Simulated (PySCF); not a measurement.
CH5AlO2, SMILES [CH3][Al]([OH])[OH] (connectivity only; charge and spin as stated), charge +1, multiplicity 2. Atoms are numbered in the order given.

```xyz
9

Al     0.2601    -0.1113     0.0000
C     -1.7691     0.6660     0.0000
H     -1.9748     0.1399     0.9468
H     -1.9748     0.1399    -0.9468
H     -1.8406     1.7573     0.0000
O      0.1471    -1.7485     0.0000
H      0.6770    -2.5520     0.0000
O      1.2165     1.2243     0.0000
H      1.4374     2.1593     0.0000
```
Charge +1, spin multiplicity 2.

Coordinates come from a B3LYP-D3(BJ)/def2-SVP optimisation. The spin state was assumed, not searched. The isomer is the one that the SMILES or the coordinates give; other isomers of the formula were not compared. The values are those of a single conformer.

The numbers are results of B3LYP/pcH-1 in PySCF, not measurements.

Unrestricted Kohn–Sham, ⟨S²⟩ = 0.754. Hyperfine tensors hold the contact and dipolar terms, without spin-orbit corrections.

Problem. Estimate the hyperfine couplings. (Estimate from the structure and the level; the computed values follow.)

Solution. 
```tsv
nucleus	A(iso) (MHz)	A(iso) (G)	dipolar principal values (MHz)
27Al no. 1	174.1	62.1	-16.8, -15.3, 32.0
13C no. 2	52.1	18.6	-63.6, -63.1, 126.6
1H no. 3	8.0	2.8	-30.5, -5.0, 35.6
1H no. 4	8.0	2.8	-30.5, -5.0, 35.6
1H no. 5	-45.9	-16.4	-28.8, -3.7, 32.5
17O no. 6	-22.4	-8.0	-4.1, 1.8, 2.3
1H no. 7	11.3	4.0	-2.1, -1.8, 3.9
17O no. 8	-22.3	-8.0	-52.6, 25.7, 26.9
1H no. 9	-8.8	-3.2	-13.5, -3.5, 17.0
```

Problem. And the g tensor (effective nuclear charges for spin-orbit coupling, GIAO)? (The exact figures need the calculation; the answer reports its results.)

Solution. principal values 2.0021, 2.0025, 2.0033; isotropic 2.0026.
